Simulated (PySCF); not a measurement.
C₂H₃BF₂O, SMILES C=C(F)B(O)F.

Coordinates come from a PBE-D3(BJ)/def2-SVP optimisation. This is a generated structure with no PubChem entry under its InChIKey; it may be hypothetical. One conformer was computed; it need not be the lowest.

Level of theory: PBE-D3(BJ)/def2-SVP (PySCF).

No scaling factor is applied to the harmonic values.

| mode | ν (cm⁻¹) | IR (km/mol) | moving atoms (share of kinetic energy) |
|---|---|---|---|
| 1 | 80 | 3.0 | F 44 %, O 26 %, C 20 %, H 10 % |
| 2 | 168 | 9.1 | F 40 %, C 22 %, O 22 %, H 15 % |
| 3 | 322 | 4.7 | C 48 %, B 20 %, H 16 %, F 12 % |
| 4 | 331 | 3.2 | F 43 %, O 23 %, C 17 %, H 16 % |
| 5 | 432 | 4.5 | F 51 %, O 15 %, C 15 %, H 11 %, B 8 % |
| 6 | 496 | 5.5 | F 36 %, C 24 %, H 17 %, O 13 %, B 10 % |
| 7 | 608 | 47.6 | H 83 %, B 10 % |
| 8 | 682 | 68.1 | B 52 %, C 27 %, H 11 % |
| 9 | 709 | 5.0 | O 27 %, C 26 %, F 26 %, H 12 %, B 9 % |
| 10 | 737 | 3.1 | H 89 % |
| 11 | 870 | 44.5 | H 71 %, C 28 % |
| 12 | 903 | 50.6 | H 43 %, F 29 %, C 27 % |
| 13 | 988 | 138.6 | H 72 %, F 13 % |
| 14 | 1160 | 118.2 | C 44 %, H 22 %, F 13 %, B 11 %, O 10 % |
| 15 | 1310 | 29.5 | H 67 %, C 20 %, B 8 % |
| 16 | 1373 | 323.5 | B 42 %, H 23 %, C 22 % |
| 17 | 1454 | 234.3 | B 74 %, O 13 %, F 10 % |
| 18 | 1667 | 23.8 | C 90 % |
| 19 | 3097 | 1.0 | H 94 % |
| 20 | 3207 | 0.2 | H 89 %, C 11 % |
| 21 | 3707 | 85.9 | H 94 % |
